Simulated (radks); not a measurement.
Ionisation of the scandium ion Sc+, [Ar] 3d1 4s1, to [Ar] 3d1 as the strength of local exchange is varied. All-electron calculation, non-relativistic Kohn-Sham, Slater X-alpha exchange (alpha = 2/3 is LDA exchange), no correlation, spin-polarised, spherical densities, point nucleus; open shells are filled with parallel spins first. Program: a radial shooting solver on a logarithmic mesh with Libxc functionals.

alpha  E(Sc+) (hartree)  exchange (hartree)  IE (eV)  -e of the level emptied (eV)  <r> of it (bohr)
0.611        -753.88450           -32.05800   12.306                    9.411 (4s)             3.407
0.643        -755.56511           -33.80261   12.510                    9.625 (4s)             3.380
0.667        -756.82771           -35.11529   12.664                    9.788 (4s)             3.361
0.683        -757.67047           -35.99242   12.767                    9.897 (4s)             3.348
0.73         -760.15076           -38.57827   13.073                   10.221 (4s)             3.310
0.891        -768.70019           -47.54075   14.147                   11.375 (4s)             3.187
1.04         -776.68531           -55.97883   15.179                   12.499 (4s)             3.081

NIST Atomic Spectra Database: 12.800 eV (measured). The Delta-SCF value meets it near alpha = 0.69. Open shells are spherical and high-spin; term and fine-structure splittings are not resolved.
